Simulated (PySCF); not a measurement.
Dipole response of Ca²⁺ (calcium, charge +2)

[Ar], closed-shell 1S. All numbers are calculated (PySCF 2.14, scalar relativity by spin-free X2C-1e, in ANO-RCC-VTZP). Coupled (time-dependent) response in atomic units; α is the mean over directions. The basis has no added diffuse functions, which lowers α and C₆.

```json
{"method": "UHF", "mean α (bohr³)": "2.825", "C₆ (like pair)": "8.530", "S(−4)": "1.488"}
{"method": "PBE", "mean α (bohr³)": "2.905", "C₆ (like pair)": "8.796", "S(−4)": "1.639"}
{"method": "PBE0", "mean α (bohr³)": "2.866", "C₆ (like pair)": "8.655", "S(−4)": "1.570"}
{"method": "B97-3", "mean α (bohr³)": "2.855", "C₆ (like pair)": "8.606", "S(−4)": "1.557"}
{"method": "M06-L", "mean α (bohr³)": "2.794", "C₆ (like pair)": "8.478", "S(−4)": "1.453"}
```

S(−4) is the Cauchy moment in α(ω) = α(0) + S(−4) ω² + …

α(iu) at UHF:

| u (hartree) | α(iu) (bohr³) |
| --- | --- |
| 0 | 2.825 |
| 0.0500 | 2.822 |
| 0.100 | 2.811 |
| 0.200 | 2.767 |
| 0.300 | 2.698 |
| 0.500 | 2.500 |
| 0.750 | 2.191 |
| 1.00 | 1.873 |
| 1.50 | 1.336 |
| 2.00 | 0.9621 |
| 3.00 | 0.5421 |
| 5.00 | 0.2314 |

A single London oscillator, α(iu) = α/(1 + u²/ω²), gives C₆ = (3/4) ω α². Matching the computed C₆ needs ω = 4 × 8.530 / (3 × 2.825²) = 1.43 hartree.

For an ion, C₆ is the dispersion term alone; charge-induced terms of lower order in 1/R come first.
